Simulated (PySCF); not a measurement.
**Lu (lutetium, neutral): UHF calculation**

Configuration: [Xe] 4f14 5d2 6s1, high-spin 4F determinant (an excited configuration). Calculation: PySCF 2.14, in x2c-TZVPPall with one added diffuse shell each of s, p, d type (12s8p8d2f2g, 108 functions); the spin-free X2C one-electron Hamiltonian (Gaussian nucleus).

- Total energy: -14558.281465 hartree
- One-electron energy: -20001.8792 hartree
- Hartree (Coulomb) energy: 5744.0184 hartree
- Exchange energy: -300.4207 hartree
- ⟨S²⟩: 3.7554
- ⟨L²⟩: 12.030
- Sum of ⟨r⟩: 44.43 bohr
- Sum of ⟨r²⟩: 73.20 bohr²
- Langevin diamagnetic susceptibility: -58.0 ×10⁻⁶ cm³/mol

```
shell  electrons  mean orbital energy (eV)  spread (eV)  rms radius, mean of both spins (bohr)
 1s α          1                  -63641.1            0                                 0.0219
 1s β          1                  -63641.0            0                                 0.0219
 2s α          1                  -10965.7            0                                 0.0884
 2s β          1                  -10965.6            0                                 0.0884
 2p α          3                   -9667.1            0                                 0.0801
 2p β          3                   -9667.1            0                                 0.0801
 3s α          1                   -2541.9            0                                  0.227
 3s β          1                   -2541.9            0                                  0.227
 3p β          3                   -2143.4            0                                  0.228
 3p α          3                   -2143.4            0                                  0.228
 3d α          5                   -1651.1        0.080                                  0.208
 3d β          5                   -1651.1        0.024                                  0.208
 4s α          1                   -534.15            0                                  0.509
 4s β          1                   -534.09            0                                  0.509
 4p α          3                   -400.45            0                                  0.541
 4p β          3                   -400.44            0                                  0.541
 4d α          5                   -220.37        0.209                                  0.592
 4d β          5                   -220.32        0.075                                  0.592
 5s α          1                   -72.331            0                                   1.27
 5s β          1                   -71.331            0                                   1.27
 5p α          3                   -38.596            0                                   1.51
 5p β          3                   -36.944            0                                   1.51
 4f α          7                   -20.862        0.027                                  0.801
 4f β          7                   -20.800        0.133                                  0.801
 6s α          1                    -6.494            0                                   4.16
 5d α          2                    -4.558            0                                   3.41
```

Spin-orbit coupling, absent here, splits the open shell strongly.

Densities and radii are taken from the X2C orbitals without a picture-change correction, which distorts them close to the nucleus.

Spin-orbit constants ζ (cm⁻¹) from the X2C one-electron operator on these orbitals: bare nucleus, nucleus screened by l(l+1)(2l+1)/3 electrons, and screened by the Breit-Pauli mean field of the electrons.

| shell | bare | screened nucleus | mean field |
| --- | --- | --- | --- |
| 2p | 5689000 | 5529000 | n/a |
| 3p | 1226000 | 1192000 | n/a |
| 3d | 191900 | 164900 | n/a |
| 4p | 273900 | 266100 | n/a |
| 4d | 36490 | 31350 | n/a |
| 4f | 5703 | 3454 | n/a |
| 5p | 31450 | 30560 | n/a |
| 5d | 962.9 | 827.3 | n/a |

To first order the Landé constant is A = 275.8 cm⁻¹, so the lowest level has J = 3/2 and lies 0.205 eV below the centre of the term. This holds in LS coupling only.
